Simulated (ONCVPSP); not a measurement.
Configuration tests for Nb (ONCV)

```json
{"Element": "niobium (Nb)", "Generator": "ONCVPSP 4.0.1", "Type": "optimised norm-conserving Vanderbilt (ONCV)", "Functional": "PBEsol", "Relativity": "scalar-relativistic", "Frozen core": "[Ar] 3d10", "Valence charge": "13", "Reference configuration": "4s2 4p6 4d2 (charge +3)", "Partial waves": "4s: rc 1.55 bohr, ncon 3, nbas 8, qcut 8.2 1/bohr, 2 projectors, debl 2.8 Ha; 4p: rc 1.40 bohr, ncon 4, nbas 7, qcut 5.4 1/bohr, 2 projectors, debl 2.3 Ha; 4d: rc 2.00 bohr, ncon 5, nbas 10, qcut 7.4 1/bohr, 2 projectors, debl 3 Ha", "Local potential": "polynomial inside 0.95 bohr (lpopt 5, dvloc0 0 Ha)", "Core correction": "Teter function, fcfact 5.5, rcfact 1.8"}
```

In the s channel the program set the typed energies aside and used -3.266, 0.250 Ha. In the p channel the program set the typed energies aside and used -2.374, 0.250 Ha.

Energies are relative to the spin-unpolarised reference configuration 4s2 4p6 4d2; without spin polarisation the order of configurations can differ from experiment.

Give the all-electron excitation energy and the error of the potential for: 4s2 4p6 4d4 5s1; 4s2 4p6 4d4; 4s2 4p6 4d3; 4s2 4p6 4d4 5p1.

```tsv
valence configuration	charge	ΔE all-electron (eV)	error AE − PS (meV)
4s2 4p6 4d4 5s1	0	-45.378	-14
4s2 4p6 4d4	+1	-38.726	-19
4s2 4p6 4d3	+2	-24.697	-7.2
4s2 4p6 4d4 5p1	0	-42.385	-16
```

Note: no bound ghost flagged; GHOST(+) flagged for s at 67.0 eV.
